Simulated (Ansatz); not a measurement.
Ansatz results at the PBE0-D4/def2-TZVP geometry: LUMO energy (PBE0/def2-TZVPP) -0.36 eV; HOMO–LUMO gap (ωB97M-V/def2-TZVPP) 12.95 eV; HOMO energy (PBE/def2-TZVPP) -7.01 eV.

Each molecule was computed in one conformer, which needn't be the lowest.

(1) Which molecule gave them?
A. `CC(=O)C=C(C)C`
B. `C#P`
C. `C=CCCC(=O)OCC`
D. `COC(=O)CC#N`

## Answers

(1) D. The others give `C#P`: -1.39, 11.03, -7.05; `CC(=O)C=C(C)C`: -1.31, 10.19, -5.33; `C=CCCC(=O)OCC`: 0.19, 11.88, -6.29.
